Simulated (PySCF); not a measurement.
Mg(SH)2 (H2MgS2), SMILES [SH][Mg][SH].

Geometry optimised at B3LYP-D3(BJ)/def2-TZVP. Other conformers were not sampled.

Level of theory: PySCF with TDA-LC-ωPBE/def2-SVPD.

Vertical excitations. Gas-phase values at a fixed geometry. State labels are in the subgroup C2.

Computed UV-visible absorptions:
| state | symmetry | energy (eV) | λ (nm) | f | main pairs |
|---|---|---|---|---|---|
| S1 | A | 5.36 | 231 | 0.065 | HOMO→LUMO 87 % |
| S2 | B | 5.36 | 231 | 0.066 | HOMO−1→LUMO 87 % |
| S3 | B | 6.19 | 200 | 0.000 | HOMO−1→LUMO+2 28 %, HOMO→LUMO+1 24 %, HOMO−1→LUMO+4 18 %, HOMO→LUMO+5 14 % |
| S4 | A | 6.21 | 200 | 0.000 | HOMO→LUMO+2 27 %, HOMO−1→LUMO+1 24 %, HOMO→LUMO+4 18 %, HOMO−1→LUMO+5 14 % |
| S5 | B | 6.29 | 197 | 0.165 | HOMO−2→LUMO 65 %, HOMO→LUMO+1 12 % |
| S6 | A | 6.67 | 186 | 0.006 | HOMO−1→LUMO+1 34 %, HOMO→LUMO+2 24 %, HOMO−3→LUMO 18 %, HOMO−1→LUMO+5 7 % |
| S7 | B | 6.84 | 181 | 0.017 | HOMO→LUMO+7 18 %, HOMO→LUMO+1 17 %, HOMO→LUMO+3 13 %, HOMO−1→LUMO+6 13 % |
| S8 | A | 6.85 | 181 | 0.000 | HOMO−1→LUMO+7 17 %, HOMO→LUMO+6 15 %, HOMO→LUMO+2 14 %, HOMO−1→LUMO+3 14 % |
| S9 | B | 6.94 | 179 | 0.432 | HOMO−1→LUMO+2 22 %, HOMO−2→LUMO 16 %, HOMO→LUMO+1 14 %, HOMO−2→LUMO+2 12 % |
| S10 | A | 7.05 | 176 | 0.001 | HOMO−2→LUMO+1 32 %, HOMO−3→LUMO 25 %, HOMO−2→LUMO+5 16 %, HOMO−2→LUMO+3 13 % |
| T1 | A | 4.96 | 250 | 0 | HOMO→LUMO 82 % |
| T2 | B | 4.96 | 250 | 0 | HOMO−1→LUMO 82 % |
| T3 | B | 5.55 | 223 | 0 | HOMO−2→LUMO 76 % |
| T4 | A | 5.85 | 212 | 0 | HOMO→LUMO+4 21 %, HOMO→LUMO+2 17 %, HOMO−1→LUMO+5 11 %, HOMO−1→LUMO+7 9 % |
Triplets are in the Tamm–Dancoff approximation.
